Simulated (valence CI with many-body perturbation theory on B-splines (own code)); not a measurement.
# Pb⁷⁴⁺: E2, E3, M1, M2 decay

Method: configuration interaction combined with many-body perturbation theory (CI+MBPT): six valence electrons over a frozen Dirac-Fock core [He], a basis of 9 s, 9 p, 8 d, 6 f, 3 g, 1 h functions for each j, with the one-electron correlation potential Σ1 (screened to all orders), the two-electron term Σ2, the three-electron term Σ3, Breit, model QED; selected single and double excitations, second order for the rest, scaled by the run's own slope (own B-spline code, finite nucleus).

The last digits are not significant, and no measured levels were compared; by estimate large intervals hold to a few tenths of a per cent, small ones and those within an open d or f shell to about a per cent. Among the levels kept, up to 1900 cm⁻¹ of a level comes from second order outside the variational space, and about a tenth of that is noise between levels of different J, which matters for small intervals.

Lines 1 to 41 of 41 in falling wavelength, among levels below 13613 eV, chosen from the decays that carry over 1 % of a level's rate. Wavelengths and rates use the calculated energies. Electric multipoles are in the length gauge with retardation, E1 and E2 with the static RPA response of the core. M1 uses the relativistic operator with retardation. S is in atomic units (e²a₀⁴ for E2 and M2, e²a₀⁶ for E3), for M1 in squared Bohr magnetons. Weak lines are less certain than strong ones. Lines between different terms over intervals too small for the method are left out, as are lines whose strength nearly cancels. The highest levels of a list are the least certain.

Levels are named by their leading jj configuration (3d3/2^4 stands for four electrons in 3d with j = 3/2), which in mixed levels can hold well under half, so a name can repeat and another be missing. Letters in brackets count levels of one name in rising energy.

| λ vac (Å) | Upper | Lower | Type | A (s⁻¹) | S (a.u.) |
| --- | --- | --- | --- | --- | --- |
| 173.9 | (2s^2 2p1/2^2 2p3/2^2) J=0 | (2s^2 2p1/2^2 2p3/2^2) J=2 | E2 | 1.19e+02 | 1.70e-05 |
| 5.660 | (2s^2 2p1/2 2p3/2^3) J=1 | (2s^2 2p1/2^2 2p3/2^2) J=0 | M1 | 3.20e+10 | 6.45e-01 |
| 5.533 | (2s^2 2p1/2 2p3/2^2 3p1/2) J=1 [a] | (2s^2 2p1/2^2 2p3/2 3p1/2) J=2 | M1 | 1.71e+10 | 3.22e-01 |
| 5.531 | (2s^2 2p1/2 2p3/2^2 3p1/2) J=1 [a] | (2s^2 2p1/2^2 2p3/2 3p1/2) J=1 | M1 | 8.49e+10 | 1.60e+00 |
| 5.514 | (2s^2 2p1/2 2p3/2^2 3p1/2) J=2 [a] | (2s^2 2p1/2^2 2p3/2 3p1/2) J=2 | M1 | 8.02e+10 | 2.49e+00 |
| 5.481 | (2s^2 2p1/2 2p3/2^3) J=1 | (2s^2 2p1/2^2 2p3/2^2) J=2 | M1 | 8.64e+10 | 1.58e+00 |
| 5.437 | (2s^2 2p1/2 2p3/2^3) J=2 | (2s^2 2p1/2^2 2p3/2^2) J=2 | M1 | 5.15e+10 | 1.54e+00 |
| 5.437 | (2s^2 2p1/2 2p3/2^3) J=2 | (2s^2 2p1/2^2 2p3/2^2) J=2 | E2 | 1.03e+09 | 2.18e-05 |
| 5.357 | (2s^2 2p3/2^4) J=0 | (2s^2 2p1/2 2p3/2^3) J=1 | M1 | 2.14e+11 | 1.22e+00 |
| 5.328 | (2s^2 2p1/2 2p3/2^2 3p1/2) J=1 [b] | (2s^2 2p1/2^2 2p3/2 3p1/2) J=2 | M1 | 4.56e+10 | 7.67e-01 |
| 5.197 | (2s^2 2p1/2 2p3/2^2 3p1/2) J=0 | (2s^2 2p1/2^2 2p3/2 3p1/2) J=1 | M1 | 5.59e+10 | 2.91e-01 |
| 1.158 | (2s^2 2p1/2^2 2p3/2 3p1/2) J=1 | (2s^2 2p1/2^2 2p3/2^2) J=0 | M1 | 5.09e+10 | 8.80e-03 |
| 1.158 | (2s^2 2p1/2^2 2p3/2 3p1/2) J=2 | (2s^2 2p1/2^2 2p3/2^2) J=0 | E2 | 9.42e+11 | 8.77e-06 |
| 1.155 | (2s^2 2p1/2 2p3/2^2 3p1/2) J=1 [a] | (2s^2 2p1/2 2p3/2^3) J=2 | E2 | 4.97e+11 | 2.73e-06 |
| 1.155 | (2s^2 2p1/2 2p3/2^2 3p1/2) J=1 [a] | (2s^2 2p1/2 2p3/2^3) J=2 | M1 | 2.62e+10 | 4.49e-03 |
| 1.154 | (2s^2 2p1/2 2p3/2^2 3p1/2) J=2 [a] | (2s^2 2p1/2 2p3/2^3) J=2 | M1 | 8.40e+10 | 2.39e-02 |
| 1.154 | (2s^2 2p1/2 2p3/2^2 3p1/2) J=2 [a] | (2s^2 2p1/2 2p3/2^3) J=2 | E2 | 4.12e+10 | 3.76e-07 |
| 1.153 | (2s^2 2p1/2 2p3/2^2 3p1/2) J=1 [a] | (2s^2 2p1/2 2p3/2^3) J=1 | E2 | 4.96e+11 | 2.71e-06 |
| 1.153 | (2s^2 2p1/2 2p3/2^2 3p1/2) J=1 [a] | (2s^2 2p1/2 2p3/2^3) J=1 | M1 | 1.32e+11 | 2.25e-02 |
| 1.152 | (2s^2 2p1/2 2p3/2^2 3p1/2) J=3 | (2s^2 2p1/2 2p3/2^3) J=2 | E2 | 2.93e+12 | 3.72e-05 |
| 1.152 | (2s^2 2p1/2 2p3/2^2 3p1/2) J=2 [a] | (2s^2 2p1/2 2p3/2^3) J=1 | E2 | 2.31e+12 | 2.09e-05 |
| 1.151 | (2s^2 2p1/2^2 2p3/2 3p1/2) J=1 | (2s^2 2p1/2^2 2p3/2^2) J=2 | E2 | 2.49e+12 | 1.35e-05 |
| 1.151 | (2s^2 2p1/2^2 2p3/2 3p1/2) J=1 | (2s^2 2p1/2^2 2p3/2^2) J=2 | M1 | 1.31e+11 | 2.23e-02 |
| 1.151 | (2s^2 2p1/2^2 2p3/2 3p1/2) J=2 | (2s^2 2p1/2^2 2p3/2^2) J=2 | E2 | 3.44e+12 | 3.10e-05 |
| 1.151 | (2s^2 2p1/2^2 2p3/2 3p1/2) J=2 | (2s^2 2p1/2^2 2p3/2^2) J=2 | M1 | 7.90e+10 | 2.23e-02 |
| 1.150 | (2s^2 2p1/2 2p3/2^2 3p1/2) J=3 | (2s^2 2p1/2 2p3/2^3) J=1 | E2 | 4.88e+11 | 6.14e-06 |
| 1.147 | (2s^2 2p1/2 2p3/2^2 3p1/2) J=2 [b] | (2s^2 2p1/2 2p3/2^3) J=2 | E2 | 1.66e+12 | 1.47e-05 |
| 1.147 | (2s^2 2p1/2 2p3/2^2 3p1/2) J=2 [b] | (2s^2 2p1/2 2p3/2^3) J=2 | M1 | 5.98e+10 | 1.67e-02 |
| 1.146 | (2s^2 2p1/2 2p3/2^2 3p1/2) J=1 [b] | (2s^2 2p1/2 2p3/2^3) J=2 | E2 | 1.28e+12 | 6.79e-06 |
| 1.146 | (2s^2 2p1/2 2p3/2^2 3p1/2) J=1 [b] | (2s^2 2p1/2 2p3/2^3) J=2 | M1 | 6.86e+10 | 1.15e-02 |
| 1.146 | (2s 2p1/2^2 2p3/2^2 3p1/2) J=0 | (2s 2p1/2^2 2p3/2^3) J=2 | E2 | 2.55e+12 | 4.49e-06 |
| 1.145 | (2s^2 2p1/2 2p3/2^2 3p1/2) J=2 [b] | (2s^2 2p1/2 2p3/2^3) J=1 | E2 | 3.78e+11 | 3.32e-06 |
| 1.144 | (2s^2 2p1/2 2p3/2^2 3p1/2) J=1 [b] | (2s^2 2p1/2 2p3/2^3) J=1 | E2 | 1.29e+12 | 6.75e-06 |
| 1.140 | (2s^2 2p1/2 2p3/2^2 3p1/2) J=0 | (2s^2 2p1/2 2p3/2^3) J=2 | E2 | 2.55e+12 | 4.38e-06 |
| 1.138 | (2s^2 2p1/2 2p3/2^2 3p1/2) J=0 | (2s^2 2p1/2 2p3/2^3) J=1 | M1 | 7.97e+10 | 4.35e-03 |
| 1.089 | (2s^2 2p1/2^2 2p3/2 3p3/2) J=2 | (2s^2 2p1/2^2 2p3/2^2) J=0 | E2 | 9.98e+11 | 6.82e-06 |
| 1.085 | (2s^2 2p1/2^2 2p3/2 3p3/2) J=3 | (2s^2 2p1/2^2 2p3/2^2) J=2 | E2 | 1.95e+12 | 1.84e-05 |
| 1.085 | (2s^2 2p1/2^2 2p3/2 3p3/2) J=1 | (2s^2 2p1/2^2 2p3/2^2) J=2 | E2 | 1.97e+12 | 7.94e-06 |
| 1.079 | (2s^2 2p1/2^2 2p3/2 3p3/2) J=0 | (2s^2 2p1/2^2 2p3/2^2) J=2 | E2 | 5.02e+12 | 6.57e-06 |
| 1.058 | (2s^2 2p1/2^2 2p3/2 3d5/2) J=4 | (2s^2 2p1/2^2 2p3/2^2) J=2 | M2 | 1.62e+11 | 1.73e-06 |
| 1.058 | (2s^2 2p1/2^2 2p3/2 3d5/2) J=4 | (2s^2 2p1/2^2 2p3/2^2) J=2 | E3 | 1.22e+10 | 5.17e-07 |
